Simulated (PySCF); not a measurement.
**4-fluorophenyl methyl sulfone, C7H7FO2S**

Geometry (Å), atoms numbered from 1 in this order:
```xyz
18

C     2.654   -0.171   -0.718
S     1.769   -0.683    0.746
O     1.837   -2.141    0.804
O     2.238    0.148    1.852
C     0.079   -0.231    0.408
C    -0.766   -1.160   -0.195
C    -2.087   -0.809   -0.453
C    -2.528    0.460   -0.091
F    -3.789    0.795   -0.336
C    -1.694    1.387    0.529
C    -0.374    1.032    0.785
H     2.250   -0.701   -1.589
H     3.698   -0.463   -0.538
H     2.571    0.917   -0.830
H    -0.386   -2.154   -0.439
H    -2.786   -1.505   -0.919
H    -2.093    2.362    0.810
H     0.307    1.718    1.294
```

Computed, not measured: PySCF, quadratic response CAM-B3LYP/aug-cc-pVDZ first hyperpolarisability, Taylor convention, gas phase. Geometry: PBE0-D3(BJ)/def2-SVP.

Task: Give the tensor of the second harmonic β(−2ω;ω,ω) at 1907 nm in the axes of these coordinates.

Result: In au, Taylor convention; rows are the first index (the induced dipole):
```tsv
	xx	yy	zz	xy	xz	yz
x	-247.5	+13.9	-13.8	+56.4	+5.8	+29.9
y	+56.4	-53.9	+4.2	+13.3	+29.5	+15.3
z	+5.5	+15.4	+61.2	+29.6	-13.6	+4.2
```
Norm of βᵢ = ⅓ Σⱼ (βᵢⱼⱼ + βⱼᵢⱼ + βⱼⱼᵢ): 261.1 au, hyper-Rayleigh value 115.1 au.
